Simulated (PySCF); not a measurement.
Ionisation energy of Xe⁴⁵⁺ by level of theory

Xe⁴⁵⁺ [He] 2s2 2p5 (2P) → Xe⁴⁶⁺ [He] 2s2 2p4 (3P), as a difference of total energies. Computed with PySCF 2.14 in an even-tempered Gaussian basis (17 s from 21 bohr⁻², ratio 2.2; 11 p from 27 bohr⁻², ratio 2.2; 6 d from 110 bohr⁻², ratio 2.4; 5 f from 170 bohr⁻², ratio 2.4; 4 g from 250 bohr⁻², ratio 2.4), with the non-relativistic Hamiltonian (point nucleus). Correlated levels: nothing frozen; virtual orbitals above 40 to 60 times the deepest correlated orbital energy dropped. The calculations carry no spin-orbit coupling.

```
                 method  ionisation energy (eV)
                    UHF                  7850.3
                    LDA                  7847.0
                    PBE                  7849.7
                   PBE0                  7850.4
                 r2SCAN                  7853.4
              BHandHLYP                  7851.4
                 revPBE                  7849.4
    MP2 (all electrons)                  7851.9
SCS-MP2 (all electrons)                  7851.8
```

Spin-orbit coupling is strong in these open shells (close to jj coupling). The scalar numbers leave it out and a first-order estimate fails, so it can dominate the gap to the real levels.

The gap to the reference is mostly relativistic.

For comparison: 7889 ± 4 eV (theoretical estimate listed by NIST; NIST Atomic Spectra Database, ionization energies).
